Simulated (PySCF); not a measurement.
P⁺: excitation energy

P⁺ [Ne] 3s2 3p2 (3P) → P⁺ [Ne] 3s1 3p3 (5S), as a difference of total energies. Calculation: PySCF 2.14, in aug-cc-pwCVTZ (8s7p5d3f, 75 functions); no relativity, point nucleus. Correlated levels: valence: [Ne] frozen; valence and next inner shell: 1s2 frozen; nothing frozen. The calculations carry no spin-orbit coupling.

| method | excitation energy (eV) |
| --- | --- |
| UHF | 3.894 |
| LDA | 5.794 |
| PBE | 5.693 |
| PBE0 | 5.479 |
| B97-3 | 5.924 |
| TPSSh | 5.581 |
| PBEsol | 5.519 |
| PW91 | 5.691 |
| MP2 (valence) | 4.992 |
| MP2 (valence and next inner shell) | 5.180 |
| SCS-MP2 (valence and next inner shell) | 5.651 |
| MP2 (all electrons) | 5.174 |
| SCS-MP2 (all electrons) | 5.648 |

Estimate what r2SCAN gives.

4.896 eV, closest to MP2 (valence) among the rows shown.

Estimate what SCS-MP2 (valence) gives.

5.516 eV, closest to PBEsol among the rows shown.

Errors of the correlated levels include the incompleteness of this basis and the frozen core.

For comparison: 5.627 eV (measured; NIST levels, between the centres of gravity of the two terms).
